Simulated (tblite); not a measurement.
Run record: molecular-dynamics run, `CO[C@H](C)CCF`.

Computed with GFN2-xTB (tblite), gas phase: Langevin dynamics at 300 K from the optimised GFN2-xTB geometry, time step 0.5 fs, friction 0.01 fs⁻¹, 2000 steps. A driver script takes a list of jobs; this job's settings line and coordinates (Å) are shown. «temperature» is in K, «steps» counts time steps and «every» is the stride of the printed frames; «frames» go on to single points.

Command:
```bash
OMP_NUM_THREADS=1 python probes_run.py task.json out
```

Input:
```
{"job": {"kind": "md", "xc": "GFN2-xTB", "basis": "xTB", "temperature": 300, "steps": 2000, "every": 50, "frames": 5}, "charge": 0, "multiplicity": 1}
C     -1.924994     1.197634    -0.191449
O     -0.825757     0.679255     0.510205
C     -0.110654    -0.341240    -0.169659
C     -0.810789    -1.697811    -0.067085
C      1.281553    -0.400576     0.469663
C      2.076695     0.867217     0.200502
F      2.407656     0.951044    -1.133769
H     -2.709215     0.447927    -0.344237
H     -2.322381     2.006179     0.419659
H     -1.620784     1.594652    -1.168292
H     -0.005312    -0.065944    -1.231663
H     -0.218444    -2.460664    -0.564575
H     -1.790597    -1.663296    -0.536914
H     -0.935038    -1.967829     0.978876
H      1.166102    -0.512564     1.547466
H      1.826594    -1.258547     0.075017
H      3.020017     0.874644     0.755300
H      1.486589     1.756237     0.439299
```

Output:
```
t/fs     T/K      E/eV
    0.0   254.5   -683.28847
   25.0   144.9   -682.96917
   50.0   208.8   -682.93894
   75.0   189.6   -682.83448
  100.0   262.3   -682.94398
  125.0   265.2   -682.88042
  150.0   229.0   -682.55394
  175.0   306.5   -682.68401
  200.0   275.6   -682.64672
  225.0   292.6   -682.80826
  250.0   337.7   -682.69116
  275.0   337.7   -682.73077
  300.0   287.9   -682.57685
  325.0   303.3   -682.49865
  350.0   318.6   -682.52916
  375.0   353.6   -682.70811
  400.0   325.0   -682.54624
  425.0   367.6   -682.64283
  450.0   329.9   -682.55733
  475.0   373.3   -682.50937
  500.0   292.8   -682.33304
  525.0   321.4   -682.59764
  550.0   244.1   -682.56667
  575.0   211.3   -682.56264
  600.0   290.4   -682.60225
  625.0   318.3   -682.59097
  650.0   281.2   -682.73050
  675.0   342.6   -682.78123
  700.0   325.4   -682.64248
  725.0   305.1   -682.63992
  750.0   325.9   -682.65280
  775.0   377.0   -682.67139
  800.0   309.0   -682.65098
  825.0   319.9   -682.69311
  850.0   357.0   -682.56927
  875.0   448.7   -682.59266
  900.0   374.3   -682.53049
  925.0   266.5   -682.55512
  950.0   265.9   -682.66124
  975.0   233.8   -682.69237
 1000.0   243.1   -682.70869
```

E is the potential energy; T comes from the kinetic energy over all 3N coordinates.

**Question.** Sum up the printed frames.

**Answer.** 41 frames over 1000 fs. T runs from 145 K (25 fs) to 449 K (875 fs), with a mean of 298 K over all frames and 307 K from 500 fs on. E starts at -683.288 eV, peaks 0.955 eV above that at 500 fs, and averages 0.668 eV above it from 500 fs on.

**Question.** Give the last frame.

**Answer.** 0.72 Å rms from the start after alignment:
```
atom  x, y, z in Å  |  force x, y, z in eV/Å
C1     -1.128    0.224    1.632    0.745  -0.067  -1.048
O2     -0.347   -0.879    1.210    0.555   0.525  -1.032
C3      0.279   -0.770   -0.119    0.049   0.974   0.851
C4     -0.233   -1.967   -0.916    0.042  -0.359   1.459
C5      1.866   -0.709    0.047   -2.055   0.409   1.509
C6      2.473    0.554   -0.560    0.172  -1.915  -1.430
F7      1.990    0.605   -1.878    0.380  -0.055   0.047
H8     -1.594   -0.152    2.497   -0.660  -0.166   1.174
H9     -0.531    1.123    1.871   -0.050  -0.292  -0.131
H10    -1.892    0.480    0.889    0.076   0.049  -0.008
H11    -0.028    0.207   -0.550   -0.030  -0.541   0.027
H12     0.322   -2.137   -1.804    0.341   0.057  -0.765
H13    -1.308   -1.904   -1.127    0.442   0.090   0.107
H14    -0.046   -2.809   -0.218   -0.331   0.154  -0.576
H15     2.023   -0.826    1.142    0.160   0.536  -0.569
H16     2.279   -1.583   -0.375    0.526  -0.766  -0.792
H17     3.560    0.350   -0.655   -0.381   0.711   0.144
H18     2.175    1.509   -0.211    0.018   0.655   1.033
```

**Question.** Estimate the wall time. Hardware: Arm Neoverse V1, one thread, no GPU, shared host with 32 logical CPUs at a one-minute load of 8.1. And the peak memory of the process?

**Answer.** About 11 s, with 0.18 GiB resident at the peak, the Python interpreter and its libraries included.
